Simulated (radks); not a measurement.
Values are calculated unless marked as measured or tabulated.
Effect of the nuclear size on neutral strontium, [Kr] 5s2. Code: a radial shooting solver on a logarithmic mesh with Libxc functionals. Model: Dirac Kohn-Sham, BLYP, spin-unpolarised, spherical densities, finite nucleus; Fermi nuclear charge, rms radius 4.224 fm. The rms radius is varied about that value; shifts are against it.

rms radius (fm),total energy shift (eV),density at nucleus (e/bohr^3),1s1/2 shift (meV),2s1/2 shift (meV),3p1/2 shift (meV),4s1/2 shift (meV),4p1/2 shift (meV)
3.5144,-0.256,6.201e+04,-109,-11.2,0.195,-0.219,0.056
4.0339,-0.0729,6.125e+04,-30.9,-3.18,0.055,-0.062,0.016
4.224,0,6.1e+04,0.000,0.000,0.000,0.000,0.000
4.3592,0.0537,6.083e+04,22.7,2.34,-0.041,0.046,-0.012
5.2504,0.446,5.983e+04,189,19.5,-0.340,0.381,-0.098

Slopes of the eigenvalues against <r^2> in GHz/fm^2, as finite differences over the two radii next to the reference (eigenvalue slopes, not the field-shift constants of lines): 1s1/2 4750, 2s1/2 489, 3p1/2 -8.53, 4s1/2 9.58, 4p1/2 -2.45.
